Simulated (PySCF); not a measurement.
BrGaH₃N, SMILES [NH2][GaH][Br]. The structure is a stationary point at PBE-D3(BJ)/def2-SVP. The structure was generated by enumeration; whether it is a known compound was not checked. One conformer was computed; it need not be the lowest.

These are PBE-D3(BJ)/def2-SVP (PySCF) values and carry that method's errors.

Harmonic wavenumbers (cm⁻¹): 137, 196, 292, 360, 496, 541, 701, 725, 1454, 1981, 3506, 3619. Rotational constants (GHz): 13.92, 1.863, 1.643; symmetry number 1.

Work out the zero-point energy and the ideal-gas rigid-rotor harmonic-oscillator thermochemistry at 298.15 K and 1 atm.

ZPE = ½ Σ hcν = ½ × 14008 cm⁻¹ = 20.03 kcal/mol. H − E(el) = 24.06 kcal/mol. Entropy in cal/(mol K): translation 41.24, rotation 26.43, vibration 9.43, total 77.10. G − E(el) = 1.08 kcal/mol. Cp = 19.08 cal/(mol K). Modes under 150 cm⁻¹ make the vibrational entropy uncertain.
